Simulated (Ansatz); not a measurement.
System: HgI₂ (charge 0, singlet). 
Coordinates optimised at B3LYP-D3(BJ)/def2-TZVP (Ansatz, a program for electronic structure):
```
Hg
I 1 2.6116
I 1 2.6116 2 180.00
```
Charge 0, spin multiplicity 1.

Computed values are from Ansatz. Valence correlation only, unless marked. Open shells are spin-unrestricted. No spin-orbit coupling. Frozen are the shells of the preceding noble gas and the d and f shells that filled before the atom's block. Past Kr the def2 sets carry scalar-relativistic core potentials. CBS marks a two-point X^-3 extrapolation of the correlation energy; Hartree-Fock from the larger set. The bracket is a focal-point correction in the basis named.

Problem. What is the dipole moment at CCSD(T)/def2-SVPD?

Solution. 0.00 D.

Problem. What is the T1 diagnostic at CCSD/def2-TZVPPD?

Solution. 0.017.

Problem. What is the atomisation energy De at RI-MP2/CBS(def2-TZVPPD,def2-QZVPPD)+[CCSD(T)-MP2]/def2-TZVPPD?

Solution. 333.1 kJ/mol.

Problem. What is the total energy at RI-MP2/CBS(def2-TZVPPD,def2-QZVPPD)+[CCSD(T)-MP2]/def2-TZVPPD?

Solution. -746.7860 Eh.
